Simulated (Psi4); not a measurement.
H4AsSi, doublet, geometry from GFN2-xTB; BLYP/6-31G* in Psi4.

The Psi4 input:
```
memory 2 GB

molecule {
0 2
  Si   -1.40329534   -0.53462063    0.03897477
  As    0.72861432    0.32423351   -0.02335434
  H    -1.67313328   -1.31833068    1.25215617
  H    -2.36838393    0.56910308    0.00592110
  H    -1.70511391   -1.41474898   -1.09857261
  H     1.34849332   -1.05104054    0.06554169
}

set basis 6-31g*
set reference uks
set scf_type pk
set puream true
set d_convergence 1e-8
set dft_radial_points 99
set dft_spherical_points 590

energy('blyp')
print_variables()
```

Question: Write the output that Psi4 gives for this input, abridged.

Answer: 
```
   => Loading Basis Set <=

    Name: 6-31G*
    Role: ORBITAL
    Keyword: BASIS

         ---------------------------------------------------------
                                   SCF
               by Justin Turney, Rob Parrish, Andy Simmonett
                          and Daniel G. A. Smith
                              UKS Reference
         ---------------------------------------------------------

  ==> Geometry <==

    Molecular point group: c1
    Full point group: C1

    Geometry (in Angstrom), charge = 0, multiplicity = 2:

       Center              X                  Y                   Z               Mass
    ------------   -----------------  -----------------  -----------------  -----------------
         SI          -1.505198649588    -0.591619460541     0.043019878895    27.976926534650
         AS           0.626711010412     0.267234679459    -0.019309231105    74.921594570000
         H           -1.775036589588    -1.375329510541     1.256201278895     1.007825032230
         H           -2.470287239588     0.512104249459     0.009966208895     1.007825032230
         H           -1.807017219588    -1.471747810541    -1.094527501105     1.007825032230
         H            1.246590010412    -1.108039370541     0.069586798895     1.007825032230

  Running in c1 symmetry.

  Rotational constants: A =      2.13856  B =      0.13430  C =      0.13188 [cm^-1]
  Rotational constants: A =  64112.46455  B =   4026.35873  C =   3953.80795 [MHz]
  Nuclear repulsion =  153.404945315658921

  Charge       = 0
  Multiplicity = 2
  Electrons    = 51
  Nalpha       = 26
  Nbeta        = 25

  ==> Algorithm <==

  SCF Algorithm Type is PK.
  DIIS enabled.
  MOM disabled.
  Fractional occupation disabled.
  Guess Type is SAD.
  Energy threshold   = 1.00e-06
  Density threshold  = 1.00e-08
  Integral threshold = 1.00e-12

  ==> Primary Basis <==

  Basis Set: 6-31G*
    Blend: 6-31G*
    Number of shells: 28
    Number of basis functions: 58
    Number of Cartesian functions: 62
    Spherical Harmonics?: true
    Max angular momentum: 2

  ==> DFT Potential <==

   => LibXC <=

    Version 7.1.2
    S. Lehtola, C. Steigemann, M. J. T. Oliveira, and M. A. L. Marques,  SoftwareX 7, 1–5 (2018) (10.1016/j.softx.2017.11.002)

   => Composite Functional: BLYP <=

    BLYP GGA Exchange-Correlation Functional

    P.J. Stephens et. al., J. Phys. Chem., 98, 11623-11627, 1994
    B. Miehlich et. al., Chem. Phys. Lett., 157(3), 200-206 1989

    Deriv               =              1
    GGA                 =           TRUE
    Meta                =          FALSE

    Exchange Hybrid     =          FALSE
    MP2 Hybrid          =          FALSE

   => Exchange Functionals <=

    1.0000     XC_GGA_X_B88

   => Correlation Functionals <=

    1.0000     XC_GGA_C_LYP

   => LibXC Density Thresholds  <==

    XC_GGA_C_LYP:  1.00E-14
    XC_GGA_X_B88:  1.00E-15

   => Molecular Quadrature <=

    Radial Scheme          =       TREUTLER
    Pruning Scheme         =           NONE
    Nuclear Scheme         =       TREUTLER

    Blocking Scheme        =         OCTREE
    BS radius alpha        =              1
    Pruning alpha          =              1
    Radial Points          =             99
    Spherical Points       =            590
    Total Points           =         332743
    Total Blocks           =           2425
    Max Points             =            256
    Max Functions          =             57
    Weights Tolerance      =       1.00E-15

  ==> Integral Setup <==

  Using in-core PK algorithm.
   Calculation information:
      Number of atoms:                   6
      Number of AO shells:              28
      Number of primitives:             86
      Number of atomic orbitals:        62
      Number of basis functions:        58

      Integral cutoff                 1.00e-12
      Number of threads:                 1

  Performing in-core PK
  Using 2929232 doubles for integral storage.
[...]

   -------------------------
    Irrep   Nso     Nmo
   -------------------------
     A         58      58
   -------------------------
    Total      58      58
   -------------------------

  ==> Iterations <==

                        Total Energy        Delta E     RMS |[F,P]|

   @UKS iter SAD: -2524.24374343753334   -2.52424e+03   0.00000e+00
   @UKS iter   1: -2526.24482021301492   -2.00108e+00   4.57653e-02 ADIIS/DIIS
   @UKS iter   2: -2524.84200974092528    1.40281e+00   7.20647e-02 ADIIS/DIIS
   @UKS iter   3: -2527.43818022105279   -2.59617e+00   6.26363e-03 ADIIS/DIIS
   @UKS iter   4: -2527.45321094972905   -1.50307e-02   1.35699e-03 ADIIS/DIIS
   @UKS iter   5: -2527.45947243379578   -6.26148e-03   1.98219e-04 ADIIS/DIIS
   @UKS iter   6: -2527.45953676356112   -6.43298e-05   5.73407e-05 DIIS
   @UKS iter   7: -2527.45954058849884   -3.82494e-06   1.34003e-05 DIIS
   @UKS iter   8: -2527.45954100936524   -4.20866e-07   2.61709e-06 DIIS
   @UKS iter   9: -2527.45954103040276   -2.10375e-08   1.08334e-06 DIIS
   @UKS iter  10: -2527.45954103406939   -3.66663e-09   2.28330e-07 DIIS
   @UKS iter  11: -2527.45954103423128   -1.61890e-10   4.84395e-08 DIIS
   @UKS iter  12: -2527.45954103424083   -9.54969e-12   6.40779e-09 DIIS
  Energy and wave function converged.

  ==> Post-Iterations <==

   Electrons on quadrature grid:
      Nalpha   =   26.0000001140 ; deviation = 1.140e-07
      Nbeta    =   25.0000000962 ; deviation = 9.618e-08
      Ntotal   =   51.0000002102 ; deviation = 2.102e-07

   @Spin Contamination Metric:   1.862845836E-03
   @S^2 Expected:                7.500000000E-01
   @S^2 Observed:                7.518628458E-01
   @S   Expected:                5.000000000E-01
   @S   Observed:                5.000000000E-01

    Orbital Energies [Eh]
    ---------------------

    Alpha Occupied:

[...]
    Alpha Virtual:

[...]
    Beta Occupied:

[...]
      25A     -0.236983

    Beta Virtual:

[...]
    Final Occupation by Irrep:
              A
    DOCC [    25 ]
    SOCC [     1 ]
    NA   [    26 ]
    NB   [    25 ]

  @UKS Final Energy: -2527.45954103424083

   => Energetics <=

    Nuclear Repulsion Energy =            153.4049453156589209
    One-Electron Energy =               -3822.6522231188391743
    Two-Electron Energy =                1247.2405666236047637
    DFT Exchange-Correlation Energy =    -105.4528298546657510
    Empirical Dispersion Energy =           0.0000000000000000
    VV10 Nonlocal Energy =                  0.0000000000000000
    Total Energy =                      -2527.4595410342408286

  UHF NO Occupations:
  HONO-2 :   24  A 1.9998012
  HONO-1 :   25  A 1.9994441
  HONO-0 :   26  A 1.0000000
  LUNO+0 :   27  A 0.0005559
  LUNO+1 :   28  A 0.0001988
  LUNO+2 :   29  A 0.0001028
  LUNO+3 :   30  A 0.0000497

Computation Completed

Properties will be evaluated at   0.000000,   0.000000,   0.000000 [a0]

Properties computed using the SCF density matrix

 Multipole Moments:

 ------------------------------------------------------------------------------------
     Multipole            Electronic (a.u.)      Nuclear  (a.u.)        Total (a.u.)
 ------------------------------------------------------------------------------------

 L = 1.  Multiply by 2.5417464519 to convert [e a0] to [Debye]
 Dipole X            :          9.8097295           -9.8210367           -0.0113072
 Dipole Y            :          5.3060841           -5.4933213           -0.1872373
 Dipole Z            :         -0.3791913            0.3898514            0.0106601
 Magnitude           :                                                    0.1878811

 ------------------------------------------------------------------------------------

  Variable Map:
  ----------------------------------------------------------------------------
[...]
  Array Variable Map:
  ----------------------------------------------------------------------------
[...]
[...]
```
